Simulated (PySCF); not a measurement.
Work out the structure from these simulated measurements.

Formula: C3H10SSi2.

* Triplet: lowest triplet excitation (Tamm–Dancoff): 4.30 eV [TDA B3LYP/def2-SVPD]
* Polarisability: 114.6 au [B3LYP/def2-SVPD]
* Dipole: 2.56 D [B3LYP/def2-SVPD]
* Rotational structure: rotational constants A, B, C: 2.754, 0.911, 0.738 GHz [GFN2-xTB]
* NMR, other nuclei: isotropic shieldings of nuclei other than C and H, by class: 382 (1 Si), 409 (1 Si), 822 (1 S) ppm [GIAO PBE0/pcSseg-1]
* 13C NMR: chemical shifts (computed TMS as zero) by class: 157.7 (1 C), 132.3 (1 C), 26.8 (1 C) ppm [GIAO PBE0/pcSseg-1]
* 1H NMR: chemical shifts (computed TMS as zero) by class: 6.53 (1 H), 5.82 (1 H), 5.04 (2 H), 4.57 (3 H), 2.02 (3 H) ppm [GIAO PBE0/pcSseg-1]

Electronic properties: PySCF, gas phase, density fitting. Levels stand in brackets. Isolated species at its GFN2-xTB geometry (one conformer only). Each NMR value is the plain mean over a class of atoms that symmetry, rotation or inversion makes alike.

Q: What is the compound? Reason from the data.

A: Numbering: `[CH3:1]/[CH:2]=[CH:3]/[SiH2:4][S:5][SiH3:6]`. Its formula, C3H10SSi2, gives 1 degree of unsaturation: 0 rings and 1 π bond in the structure found. 3 carbons fall into 3 classes; from least to most shielded: alkene CH carbon [C2] (157.7 ppm), alkene CH carbon [C3] (132.3 ppm), allylic carbon [C1] (26.8 ppm). Hydrogen classes from least to most shielded: 1 H on an alkene CH carbon, C2 (6.53 ppm), 1 H on an alkene CH carbon, C3 (5.82 ppm), 2 H on an SiH2 silicon, Si4 (5.04 ppm), 3 H on an SiH3 silicon, Si6 (4.57 ppm), 3 H on an allylic carbon, C1 (2.02 ppm). The other shieldings belong to: 382 ppm, SiH2 silicon [Si4]; 409 ppm, SiH3 silicon [Si6]; 822 ppm, sulfur bonded to 2 Si [S5]. The optimised geometry has point group C1 and is an asymmetric top. Structure: `[SiH2](/C=C/C)S[SiH3]`. Computed isomers that give other values at the same levels: `[SiH3]S[C@H]1CC[SiH2]1` (13C chemical shifts (computed TMS as zero) by class: 34.5 (1 C), 28.2 (1 C), 6.9 (1 C) ppm); `CS[SiH2]/C=C\[SiH3]` (13C chemical shifts (computed TMS as zero) by class: 155.6 (1 C), 150.6 (1 C), 13.9 (1 C) ppm); `CS[SiH2]/C=C/[SiH3]` (rotational constant A: 3.506 GHz; this holds for the one conformer computed). The assignments are read from this structure; whether some other isomer fits the data as well wasn't checked.

Shape of the structure used: `[CH3:1]/[CH:2]=[CH:3]/[SiH2:4][S:5][SiH3:6]`: C2–C3–Si4–S5 137°, C3–Si4–S5–Si6 -60°.
